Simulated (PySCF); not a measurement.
C3H7O, SMILES COC[CH2], multiplicity 2.

The structure is a stationary point at TPSSh-D3(BJ)/def2-SVP. The isomer is the one that the SMILES or the coordinates give; other isomers of the formula were not compared. Other conformers were not sampled.

The numbers are results of PBE0/def2-TZVP run with PySCF, not measurements.

Task: Estimate the frontier levels, dipole moment and polarisability. (The exact figures need the calculation; the answer reports its results.)

Result: 
| Property | Value |
|---|---|
| α spin, highest occupied and lowest empty level | -6.33 and 1.54 eV |
| β spin, highest occupied and lowest empty level | -7.46 and -1.46 eV |
| dipole moment | 1.13 D |
| quadrupole, principal values (traceless, Buckingham form, about the centre of nuclear charge) | -3.33, 0.12, 3.22 D·Å |
| mean static polarisability | 42.2 bohr³ (6.25 Å³) |
| polarisability, principal values | 37.6, 41.3, 47.6 bohr³ |
| ⟨S²⟩ | 0.755 (pure state 0.75) |
